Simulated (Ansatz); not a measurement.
Basis sets compared for Al3P2⁺. The state is a singlet with charge 1. Geometry PBE-D4/def2-SVP. Ansatz on 4 threads of Arm Neoverse V1 on a shared host; times are rough, and most runs start from earlier orbitals.

```xyz
5

Al    1.5520    1.5705    1.3556
Al   -1.6120   -2.2362    0.6558
Al    0.9186    1.2487   -1.3257
P    -0.2682   -0.8452   -1.2216
P    -0.5904    0.2622    0.5358
```

The structure comes from a short search, and lower isomers may exist.

```
           level  functions  energy (Eh)  HOMO (eV)  LUMO (eV)  wall time
 PBE-D4/def2-SVP         90   -1408.6162      -9.46      -8.55     0.95 s
PBE0-D4/def2-SVP         90   -1408.7224     -10.19      -7.90      1.2 s
```

Problem. Estimate the rows for PBE-D4/def2-TZVP (with forces), PBE0-D4/def2-TZVP.

Solution. 
```csv
level,functions,energy (Eh),HOMO (eV),LUMO (eV),wall time
PBE-D4/def2-TZVP (with forces),185,-1409.1114,-9.40,-8.50,2.3 s
PBE0-D4/def2-TZVP,185,-1409.2126,-10.13,-7.83,3.8 s
```
